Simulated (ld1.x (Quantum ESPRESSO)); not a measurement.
Reading a pseudo-wave (Ta (Z = 73))

Columns: radius, all-electron u(r) and pseudo u(r) of the 6p shell (level -9.50 eV) of tantalum in the configuration [Xe] 4f14 5d3 6s0.5 6p0; PBE, scalar-relativistic, TM semilocal scheme, ld1.x (Quantum ESPRESSO) 7.5.

| r (bohr) | all-electron | pseudo |
| --- | --- | --- |
| 0.143 | -0.1083 | 0.0032 |
| 0.285 | 0.0909 | 0.0126 |
| 0.428 | 0.1463 | 0.0275 |
| 0.570 | 0.0021 | 0.0465 |
| 0.713 | -0.1560 | 0.0685 |
| 0.855 | -0.2501 | 0.0919 |
| 0.998 | -0.2748 | 0.1157 |
| 1.140 | -0.2452 | 0.1392 |
| 1.283 | -0.1800 | 0.1626 |
| 1.425 | -0.0956 | 0.1863 |
| 1.568 | -0.0025 | 0.2121 |
| 1.710 | 0.0905 | 0.2408 |
| 1.853 | 0.1795 | 0.2744 |
| 1.995 | 0.2604 | 0.3130 |
| 2.138 | 0.3330 | 0.3569 |
| 2.280 | 0.3952 | 0.4034 |
| 2.423 | 0.4482 | 0.4498 |
| 2.565 | 0.4911 | 0.4913 |
| 2.708 | 0.5254 | 0.5254 |
| 2.850 | 0.5510 | 0.5510 |
| 2.992 | 0.5690 | 0.5690 |
| 3.135 | 0.5802 | 0.5802 |
| 3.278 | 0.5852 | 0.5852 |
| 3.420 | 0.5849 | 0.5849 |
| 3.563 | 0.5801 | 0.5801 |
| 3.705 | 0.5715 | 0.5715 |

Q: How many radial nodes do the two functions have?

A: The all-electron 6p function has n − l − 1 = 4 (the table is too coarse to show those close to the nucleus); the pseudo-wave has 0, since the states of the same l below it are removed with the core.

Q: At about which radius was the pseudo-wave matched?

A: 2.75 bohr. The columns agree to 0.0005 from 2.56 bohr on; several derivatives are matched, so the curves merge somewhat inside the radius.

Q: Is the pseudo-wave norm-conserving?

A: Yes: the TM semilocal scheme keeps the norm inside the radius equal to the all-electron one, which fixes the energy derivative of the logarithmic derivative at the level.
